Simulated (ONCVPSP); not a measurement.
**Scattering properties, ONCV potential for As**

- Element: As (Z = 33)
- Generator: ONCVPSP 4.0.1
- Type: optimised norm-conserving Vanderbilt (ONCV)
- Functional: Wu-Cohen
- Relativity: scalar-relativistic
- Frozen core: [Ar] 3d10
- Valence charge: 5
- Reference configuration: 4s2 4p2.75 (charge +0.25)
- Partial waves: 4s: rc 1.60 bohr, ncon 4, nbas 9, qcut 4.8 1/bohr, 2 projectors, debl 0.7 Ha; 4p: rc 1.90 bohr, ncon 4, nbas 8, qcut 4.1 1/bohr, 1 projector
- Local potential: polynomial inside 1.40 bohr (lpopt 1, dvloc0 0 Ha)
- Core correction: polynomial model core, fcfact 0.75

The phase is arctan(r·R′/R) of the radial function R(r), unwrapped; energies in Ha, scanned from -2 to 5 Ha. A pole is an energy at which the radial function vanishes at the test radius. The pseudo phase is shifted by a multiple of π to meet the all-electron one at the reference energy, and phase errors are pseudo minus all-electron; the curves can meet again beyond the range given. Levels narrower than the energy grid can be missing from the lists of poles.

| channel | radius (bohr) | reference energy (Ha) | poles, all-electron | poles, pseudo | unbroken range about the reference energy with phases within 0.05 rad | phase error 1 Ha above the reference energy (rad) |
| --- | --- | --- | --- | --- | --- | --- |
| s | 1.62 | -0.61 | 2.37 | 2.32, 4.46 | below 3.4 | -0.000 |
| p | 1.93 | -0.26 | 1.64 | 1.41, 4.98 | below 1.6 | -0.013 |

Note: no bound ghost flagged; GHOST(+) flagged for s at 117.3 eV.

Phases in the s channel:

```csv
E (Ha),all-electron,pseudo
-1.98,0.735,0.734
-1.80,0.611,0.610
-1.62,0.451,0.450
-1.44,0.250,0.250
-1.26,0.011,0.011
-1.08,-0.245,-0.245
-0.90,-0.488,-0.488
-0.72,-0.696,-0.696
-0.54,-0.863,-0.863
-0.36,-0.993,-0.993
-0.18,-1.095,-1.095
0.00,-1.175,-1.175
0.18,-1.240,-1.240
0.36,-1.292,-1.292
0.54,-1.336,-1.336
0.72,-1.374,-1.374
0.90,-1.406,-1.406
1.08,-1.434,-1.434
1.26,-1.459,-1.459
1.44,-1.481,-1.482
1.62,-1.501,-1.502
1.80,-1.520,-1.521
1.98,-1.537,-1.539
2.16,-1.553,-1.556
2.34,-1.569,-1.573
2.52,-1.583,-1.590
2.70,-1.598,-1.607
2.88,-1.612,-1.625
3.06,-1.626,-1.645
3.24,-1.640,-1.668
3.42,-1.654,-1.699
3.60,-1.669,-1.748
3.78,-1.684,-1.858
3.96,-1.700,-2.537
4.14,-1.716,-4.459
4.32,-1.735,-4.658
4.50,-1.755,-4.725
4.68,-1.777,-4.764
4.86,-1.802,-4.793
```
